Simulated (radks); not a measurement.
Problem. Valence configurations of Co+ (all share [Ar]). All-electron calculation, scalar-relativistic Kohn-Sham, r2SCAN, spin-polarised, spherical densities, finite nucleus; open shells are filled with parallel spins first; meta-GGA in the generalised Kohn-Sham scheme; Fermi nuclear charge, rms radius 3.7875 fm. Program: a radial shooting solver on a logarithmic mesh with Libxc functionals. Order these by energy: 3d6 4p2; 3d6 4s1 4p1; 3d8; 3d7 4s0.5 4p0.5; 3d7.5 4s0.5; 3d7 4p1; 3d6 4s2; 3d7 4s1; 3d4 4p4; 3d6.5 4p1.5.

Solution. From the lowest, in eV above it: 3d8 0.000; 3d7.5 4s0.5 0.044; 3d7 4s1 0.266; 3d7 4s0.5 4p0.5 3.188; 3d6 4s2 4.629; 3d7 4p1 6.021; 3d6 4s1 4p1 8.516; 3d6.5 4p1.5 10.114; 3d6 4p2 15.065; 3d4 4p4 58.654. NIST lists [Ar] 3d8 as the ground configuration; this level of theory agrees among the configurations tried. The energies are those of spherical high-spin densities, not of single terms.
